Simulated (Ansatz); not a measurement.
CH4OSeSn, SMILES `[Se]=C[O][SnH3]`. The species carries charge 0 and has multiplicity 1. Sn takes the def2 core potential. All single points use the PBE0-D4/def2-TZVP geometry. It is one conformer, not always the lowest.

```xyz
8

Se    0.787   -2.503   -1.964
C     0.556   -1.018   -1.037
O    -0.317   -0.865   -0.081
Sn   -0.519    0.871    0.932
H     1.183   -0.145   -1.265
H    -0.937    2.024   -0.245
H     1.001    1.151    1.638
H    -1.753    0.484    2.023
```

(1) What is the dipole moment at B3LYP/def2-TZVPP? (Best estimate.)

(2) And with PBE, r2SCAN, ωB97M-V? (An estimate is asked.)

(3) Give the Mulliken charges with B3LYP, PBE, ωB97M-V in def2-TZVPP. (Best estimate.)

## Answers

(1) Ansatz gave: 5.79 D, with components (-0.87, 4.80, 3.12) D in this frame, pointing from negative to positive charge.

(2) Computed: PBE 5.45 D, r2SCAN 5.81 D, ωB97M-V 6.12 D.

(3) Computed: 
| atom | B3LYP | PBE | ωB97M-V |
| --- | --- | --- | --- |
| Se1 | -0.19 | -0.19 | -0.16 |
| C2 | 0.01 | 0.01 | -0.03 |
| O3 | -0.39 | -0.32 | -0.40 |
| Sn4 | 0.75 | 0.67 | 0.63 |
| H5 | 0.09 | 0.08 | 0.10 |
| H6 | -0.09 | -0.08 | -0.05 |
| H7 | -0.09 | -0.08 | -0.05 |
| H8 | -0.09 | -0.08 | -0.05 |

B3LYP here is the variant with VWN-RPA as its local correlation; programs differ in this.
